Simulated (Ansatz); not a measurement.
Stretching the Cd1–I3 bond in CdFI (SMILES [F][Cd][I]) (multiplicity 1 held, fragments rigid). Energies count from the point at 2.584 Å.
Geometry at that point (charge 0, multiplicity 1):
```xyz
3

Cd     0.00000     0.00000    -1.08527
F      0.00000     0.00000    -3.03872
I      0.00000     0.00000     1.49889
```

Signs of static correlation in def2-TZVPP, with CASSCF(6,4), from Ansatz (an electronic-structure program) runs.

| R (Å) | T1 of restricted CCSD | ⟨S²⟩ of UHF | largest double amplitude of restricted CCSD | weight of the CASSCF reference in MRCISD | CASSCF natural occupations |
|---|---|---|---|---|---|
| 2.067 | 0.015 | 0.000 | 0.035 | 0.882 | 2.00 2.00 1.99 0.01 |
| 2.326 | 0.016 | 0.000 | 0.036 | 0.882 | 2.00 2.00 1.99 0.01 |
| 2.584 | 0.017 | 0.000 | 0.040 | 0.882 | 2.00 2.00 1.98 0.02 |
| 2.843 | 0.019 | 0.000 | 0.062 | 0.882 | 2.00 2.00 1.97 0.03 |
| 3.101 | 0.021 | 0.000 | ___ | 0.882 | 2.00 2.00 1.95 0.05 |
| 3.489 | 0.026 | 0.332 | 0.145 | 0.883 | 2.00 2.00 1.89 0.11 |
| 3.876 | 0.035 | 0.761 | ___ | 0.883 | 2.00 2.00 1.77 0.23 |
| 4.522 | 0.059 | 0.965 | 0.399 | 0.884 | 2.00 2.00 1.47 0.53 |
| 5.168 | 0.083 | 1.004 | 0.611 | 0.884 | 2.00 2.00 1.22 0.78 |
| 5.944 | 0.097 | 1.014 | 0.784 | 0.884 | 2.00 2.00 1.08 0.92 |
| 6.977 | 0.098 | 1.014 | 0.868 | 0.884 | 2.00 2.00 1.00 1.00 |
| 8.269 | 0.093 | 1.014 | 0.885 | 0.884 | 2.00 2.00 1.00 1.00 |

Problem. What belongs in the gaps?

Solution. 
- 3.101, largest double amplitude of restricted CCSD: 0.091
- 3.876, largest double amplitude of restricted CCSD: 0.218

Doubts at one or more of the structures used: active orbitals that take no part (SC-NEVPT2 on CASSCF(6,4)/def2-TZVPP); a restricted determinant that unrestricted orbitals would lower (R-CCSD(T)/def2-TZVPP); other coupled-cluster roots lie near (R-CCSD(T)/def2-TZVPP); T1 above 0.05 (R-CCSD(T)/def2-TZVPP); a spin-contaminated determinant (U-CCSD(T)/def2-TZVPP).
